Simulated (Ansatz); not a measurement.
`F[SiH]1CS1` and `[GeH3][SiH]1CS1` differ in one atom or group.

Ansatz, PBE0-D4/def2-TZVP geometries, multiplicity 1. 

Scalar relativity is left out up to krypton.

```json
{"property": "size of the dipole moment (B3LYP/def2-TZVPP) / D", "`F[SiH]1CS1`": "1.64"}
{"property": "LUMO energy (ωB97M-V/def2-TZVPP) / eV", "`F[SiH]1CS1`": "1.80"}
{"property": "LUMO energy (PBE/def2-TZVPP) / eV", "`F[SiH]1CS1`": "-1.06"}
{"property": "HOMO energy (ωB97M-V/def2-TZVPP) / eV", "`F[SiH]1CS1`": "-9.54"}
{"property": "LUMO energy (B3LYP/def2-TZVPP) / eV", "`F[SiH]1CS1`": "-0.32"}
{"property": "HOMO–LUMO gap (ωB97M-V/def2-TZVPP) / eV", "`F[SiH]1CS1`": "11.34"}
```

Problem. What does the change do to each property? (An estimate is asked.)

Solution. Computed: 
| property | `[GeH3][SiH]1CS1` | shift |
| --- | --- | --- |
| size of the dipole moment (B3LYP/def2-TZVPP) / D | 1.74 | 0.10 |
| LUMO energy (ωB97M-V/def2-TZVPP) / eV | 1.08 | -0.72 |
| LUMO energy (PBE/def2-TZVPP) / eV | -1.50 | -0.44 |
| HOMO energy (ωB97M-V/def2-TZVPP) / eV | -9.00 | 0.54 |
| LUMO energy (B3LYP/def2-TZVPP) / eV | -0.88 | -0.56 |
| HOMO–LUMO gap (ωB97M-V/def2-TZVPP) / eV | 10.08 | -1.26 |

With PBE0 the HOMO rises by 0.50 eV and the LUMO falls by 0.64 eV, so the gap narrows by about 1.14 eV. PBE moves the HOMO by 0.45 eV and ωB97M-V by 0.54 eV. Dipoles are sizes alone; their direction can turn.

B3LYP here is the variant with VWN-RPA as its local correlation; programs differ in this.
